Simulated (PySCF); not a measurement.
# Heteronuclear NMR

Mapped SMILES: `[CH3:1][Si:2]([CH3:3])([CH3:4])[c:5]1[n:6][n:7][c:8]([F:9])[o:10]1`. Each H is labelled by its parent atom.

[PySCF 2.14: geometry: GFN2-xTB; shieldings: GIAO PBE0/pcSseg-1; single conformer; relativity neglected; isolated molecule; rapidly exchanging positions averaged]

Task: Where does 19F resonate?

Result: 
| atoms | environment | σ (ppm) | δ (ppm) |
| --- | --- | --- | --- |
| F9 | aryl fluorine | 295.9 | -121.0 |

Shieldings were converted by a linear fit to measured shifts: 19F: δ = 146.13 − 0.903σ +14.6 on sp3 carbon (rms 6.0 ppm, 223 shifts, 7.0 ppm with the 5 outliers that the fit left out vs CFCl3, solution or neat liquid). Occasional misses reach two or three times the rms, and more in compound classes unlike the fitted ones.

On a 300 MHz spectrometer 19F resonates near 282.3 MHz, so 1 ppm is 282.3 Hz.

Task: Predict the 29Si NMR data.

Result: 
```
atoms            environment  σ (ppm)  δ (ppm)
  Si2  silicon bonded to 4 C    357.6    -13.9
```

Shieldings were converted by a linear fit to measured shifts: 29Si: δ = 279.94 − 0.822σ (rms 8.9 ppm, 72 shifts, 25.8 ppm with the 6 outliers that the fit left out vs TMS, solution or neat liquid). A few per cent of atoms miss by over 2 rms, more outside the fitted compound classes.

On a 500 MHz spectrometer 29Si resonates near 99.3 MHz, so 1 ppm is 99.3 Hz.

Task: Predict the 15N NMR data.

Result: 
```json
{"atoms": "N6", "environment": "pyridine-type nitrogen of an azole", "σ (ppm)": "-100.6", "δ (ppm)": "-55.4"}
{"atoms": "N7", "environment": "pyridine-type nitrogen of an azole", "σ (ppm)": "-29.9", "δ (ppm)": "-120.5"}
```

Shieldings were converted by a linear fit to measured shifts: 15N (scatter 6.3 ppm rms vs CH3NO2, solution or neat liquid). A few per cent of atoms miss by over 2 rms, more outside the fitted compound classes.

On a 400 MHz spectrometer 15N resonates near 40.5 MHz, so 1 ppm is 40.5 Hz.

Task: What are the 17O shifts?

Result: 
```json
{"atoms": "O10", "environment": "aromatic ring oxygen", "σ (ppm)": "17.9", "δ (ppm)": "250.4"}
```

Shieldings were converted by a linear fit to measured shifts: 17O: δ = 266.70 − 0.911σ (rms 10.7 ppm, 155 shifts, 12.2 ppm with the 3 outliers that the fit left out vs liquid water, solution or neat liquid). Occasional misses reach two or three times the rms, and more in compound classes unlike the fitted ones.

On a 500 MHz spectrometer 17O resonates near 67.8 MHz, so 1 ppm is 67.8 Hz.
